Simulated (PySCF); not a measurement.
## Telling isomers of C₆H₇ClO₂ apart by NMR

[PySCF 2.14.0 with density-fitted response routines: NMR shieldings at PBE0/pcSseg-1/GIAO; GFN2-xTB structure; equivalent nuclei averaged; non-relativistic; no solvent model; one conformer]

Shifts are taken against calculated references (same method and geometry level): $^{1}$H (σ = 31.72 ppm), $^{13}$C (σ = 186.93 ppm) vs TMS. Where no couplings were computed, multiplicities follow the n + 1 count of equivalent neighbours, and m marks all less simple cases (inequivalent or close neighbours, rings, F or P nearby). Shifts are as computed. Against solution values, carbons near 30 ppm lie about +3 ppm off and those near 130 ppm about +5 ppm; carbons on Cl a further +6 ppm. Of 1211 compounds with measured shifts, 218 miss one by over three times the rms of a fit or turn the order of signals round; such compounds aren't used in these exercises. Carbons bonded to Cl come out too deshielded.

(1) Tabulate the signals of `C=C/C(=C\OC)C(=O)Cl`, `CCOC(=O)C#CCCl` and their relative energies.

(2) What is the quickest way to tell C=C/C(=C\OC)C(=O)Cl from CCOC(=O)C#CCCl?

Results:

(1) 
| SMILES | carbon types | δC | δH | E rel. (kcal/mol) |
| --- | --- | --- | --- | --- |
| C=C/C(=C\OC)C(=O)Cl | 2×C 2×CH 1×CH2 1×CH3 | 177.8, 168.8, 130.8, 125.2, 117.8, 64.2 | 8.01 (s, 1H), 6.75 (m, 1H), 6.72 (m, 1H), 5.66 (m, 1H), 4.23 (s, 3H) | 0.0 |
| CCOC(=O)C#CCCl | 3×C 2×CH2 1×CH3 | 159.5, 87.1, 86.8, 63.3, 36.7, 16.5 | 4.48 (q, 2H), 4.31 (s, 2H), 1.31 (t, 3H) | 11.6 |

Energies are electronic energies at PBE0/pcSseg-1 on these geometries, without zero-point or thermal terms, each for the one conformer computed, which needn't be the lowest.

(2) Both give the same number of carbon signals, but DEPT or the intensities differ. The first has an alkene carbon bearing oxygen (CH) at 177.8 ppm, the second an sp3 CH2 bonded to O at 63.3 ppm. Their most deshielded carbons lie at 177.8 and 159.5 ppm. In the proton spectra the most deshielded non-exchanging signals are 8.01 (s, 1H) and 4.48 (q, 2H).
